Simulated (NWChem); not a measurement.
# p-xylene (C8H10); SMILES Cc1ccc(C)cc1

No frequency run checked for a minimum.

**Question.** Give the equilibrium geometry at PBE-D3(BJ)/def2-SVP (NWChem) as an XYZ file, with the point group.

**Answer.** point group C2v; any orientation.
```
18

C      0.0000    -2.9404     0.0258
C     -0.0002    -1.4321    -0.0075
C      1.2049    -0.7011    -0.0118
C      1.2048     0.7005    -0.0138
C     -0.0001     1.4313    -0.0120
C      0.0000     2.9396     0.0163
C     -1.2050     0.7006    -0.0154
C     -1.2051    -0.7012    -0.0133
H      0.8939    -3.3605    -0.4767
H      0.0070    -3.3183     1.0713
H     -0.9005    -3.3604    -0.4649
H      2.1645    -1.2429    -0.0200
H      2.1644     1.2421    -0.0236
H     -0.8993     3.3580    -0.4775
H      0.0048     3.3209     1.0606
H      0.8950     3.3580    -0.4854
H     -2.1646     1.2423    -0.0265
H     -2.1648    -1.2429    -0.0228
```
